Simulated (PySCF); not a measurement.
Harmonic spectrum computed at PBE0 in the def2-TZVP basis family (core potentials from Rb on, PySCF, no spin–orbit coupling):

```csv
ω (cm⁻¹),IR (km/mol)
82,5.8
384,128
386,34.0
```

Q: Which molecule gave it? In each, all ligands are bound to the one heavy central atom.
A. ICl₂⁺ (singlet)
B. YCl₂⁺ (singlet)
C. ScCl₂⁺ (singlet)
D. CoCl₂⁺ (quintet)
E. LaCl₂⁺ (singlet)

A: E. It has C2v symmetry with La–Cl 2.496 Å (×2).
